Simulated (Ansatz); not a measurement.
One change: `C[NH][SnH3]` becomes `[SiH3][NH][SnH3]`.

Ansatz, PBE0-D4/def2-TZVP geometries, multiplicity 1. 

Elements past krypton have def2 core potentials.

| property | `C[NH][SnH3]` |
| --- | --- |
| LUMO energy (PBE0/def2-TZVPP) / eV | -0.04 |
| HOMO–LUMO gap (B3LYP/def2-TZVPP) / eV | 5.98 |
| size of the dipole moment (B3LYP/def2-TZVPP) / D | 0.77 |
| size of the dipole moment (PBE/def2-TZVPP) / D | 0.75 |
| HOMO energy (ωB97M-V/def2-TZVPP) / eV | -8.82 |
| size of the dipole moment (ωB97M-V/def2-TZVPP) / D | 0.79 |

Q: Give the same properties after the change, and the shifts. (An estimate is asked.)

A: The calculation gave: 
```json
{"property": "LUMO energy (PBE0/def2-TZVPP) / eV", "`[SiH3][NH][SnH3]`": "-0.45", "shift": "-0.41"}
{"property": "HOMO–LUMO gap (B3LYP/def2-TZVPP) / eV", "`[SiH3][NH][SnH3]`": "6.25", "shift": "0.27"}
{"property": "size of the dipole moment (B3LYP/def2-TZVPP) / D", "`[SiH3][NH][SnH3]`": "1.33", "shift": "0.56"}
{"property": "size of the dipole moment (PBE/def2-TZVPP) / D", "`[SiH3][NH][SnH3]`": "1.33", "shift": "0.58"}
{"property": "HOMO energy (ωB97M-V/def2-TZVPP) / eV", "`[SiH3][NH][SnH3]`": "-9.44", "shift": "-0.62"}
{"property": "size of the dipole moment (ωB97M-V/def2-TZVPP) / D", "`[SiH3][NH][SnH3]`": "1.40", "shift": "0.61"}
```

With PBE0 the HOMO falls by 0.65 eV and the LUMO falls by 0.41 eV, so the gap widens by about 0.24 eV. PBE moves the HOMO by -0.68 eV and ωB97M-V by -0.62 eV. Dipoles are sizes alone; their direction can turn.

B3LYP here is the variant with VWN-RPA as its local correlation; programs differ in this.
